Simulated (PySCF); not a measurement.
Unknowns

How the numbers were obtained: spin–spin couplings from B3LYP/pcJ-1 (spin–dipole term left out of most H,H and C,H couplings), PBE0/pcSseg-1 with gauge-including orbitals, geometry from GFN2-xTB, in PySCF (gas phase, rapidly exchanging positions averaged, one computed conformer, non-relativistic Hamiltonian).

Scale: 1H (σ = 31.72 ppm) and 13C (σ = 186.93 ppm) vs TMS (reference shieldings calculated alike). Multiplet labels drop J under 1 Hz and among equivalent protons, and merge close values. Unscaled 3J(H,H) run several per cent high. Splittings of carbon signals by F and P are missing where no couplings were computed. Where no couplings were computed, multiplicities follow the n + 1 count of equivalent neighbours, and m marks all less simple cases (inequivalent or close neighbours, rings, F or P nearby). Shifts are as computed. Against solution values, carbons near 30 ppm lie about +3 ppm off and those near 130 ppm about +5 ppm; carbons on Cl a further +6 ppm. Of 1211 compounds with measured shifts, 218 miss one by over three times the rms of a fit or turn the order of signals round; such compounds aren't used in these exercises. Carbons bonded to Cl come out too deshielded.

(1) C₅H₅N. 1H NMR (300 MHz, computed): δ 7.39 (dtd, J = 17.9, 11.6, 1.3 Hz, 1H), 6.95 (ddt, J = 12.4, 11.6, 1.1 Hz, 1H), 6.02 (dt, J = 11.6, 1.4 Hz, 1H), 5.97 (dt, J = 17.9, 1.0 Hz, 1H), 5.30 (dq, J = 12.4, 1.3 Hz, 1H). 13C{1H} NMR (computed): δ 158.7 (CH), 142.7 (CH), 135.0 (CH2), 121.1 (C), 104.9 (CH). What is it?

(2) C₇H₁₁F. 1H NMR (400 MHz, computed): δ 5.31 (m, 1H), 2.36 (m, 1H), 2.33 (m, 1H), 2.17 (m, 1H), 1.87 (m, 1H), 1.73 (m, 1H), 1.61 (m, 1H), 1.05 (d, 3H), 0.86 (m, 1H). 13C{1H} NMR (computed): δ 170.8 (C), 115.7 (CH), 35.1 (CH2), 33.5 (CH), 29.8 (CH2), 26.4 (CH2), 24.6 (CH3). Give a structure.

(3) C₇H₇ClO₃. 1H NMR (400 MHz, computed): δ 2.97 (sept, 1H), 1.40 (d, 6H). 13C{1H} NMR (computed): δ 168.8, 165.8, 156.7, 147.1, 31.9, 21.9. What is it?

Results:

(1) `InChI=1S/C5H5N/c1-2-3-4-5-6/h2-4H,1H2/b4-3-`. The formula gives 4 degrees of unsaturation (no ring in the answer). 5 carbon signals for 5 carbons: no two carbons are equivalent. Carbon types of the structure: 1 × C, 3 × CH, 1 × CH2, which accounts for all hydrogens. δC 158.7, 142.7, 104.9: alkene CH; the olefinic region. δC 135.0: terminal =CH2 carbon; the olefinic region. δC 121.1: nitrile carbon; typical of a nitrile. δH 7.39, 6.95, 5.30: hydrogen on an alkene CH; olefinic region. The protons at 5.97 and 7.39 share a coupling of 17.9 Hz (vicinal, trans across C=C). The protons at 6.95 and 5.30 share a coupling of 12.4 Hz (vicinal, cis across C=C). The protons at 7.39 and 6.95 share a coupling of 11.6 Hz (vicinal). The protons at 6.02 and 7.39 share a coupling of 11.6 Hz (vicinal, cis across C=C).

The data come from this structure; uniqueness wasn't tested.

(2) `C[C@@H]1C=C(F)CCC1`. The formula gives 2 degrees of unsaturation (1 ring in the answer). 7 carbon signals for 7 carbons: no two carbons are equivalent. Carbon types of the structure: 1 × C, 2 × CH, 3 × CH2, 1 × CH3, which accounts for all hydrogens. δC 170.8: fully substituted alkene carbon. δC 115.7: alkene CH; as expected for a trigonal carbon in a double bond. δC 35.1, 26.4: sp3 CH2 in a ring; saturated and bonded to C and H only. δC 29.8: allylic sp3 CH2; a saturated carbon with 2 carbon neighbours and no heteroatom attached.

The shifts were computed for this structure.

(3) `InChI=1S/C7H7ClO3/c1-3(2)4-5(8)7(10)11-6(4)9/h3H,1-2H3`. The formula gives 4 degrees of unsaturation (1 ring in the answer). 6 carbon signals for 7 carbons: some carbons are equivalent by symmetry or fast rotation. Carbon types of the structure: 4 × C, 1 × CH, 2 × CH3, which accounts for all hydrogens. δC 168.8, 165.8: anhydride carbonyl carbon; lone-pair donation from the attached heteroatom keeps it upfield of a ketone carbonyl. δC 156.7, 147.1: β carbon of a C=C–C=O unit; conjugation with the carbonyl draws π density from the β position. δC 31.9: allylic sp3 CH; a saturated carbon with 3 carbon neighbours and no heteroatom attached. δC 21.9: methyl carbon; aliphatic region, no heteroatom directly attached.

The data come from this structure; uniqueness wasn't tested.
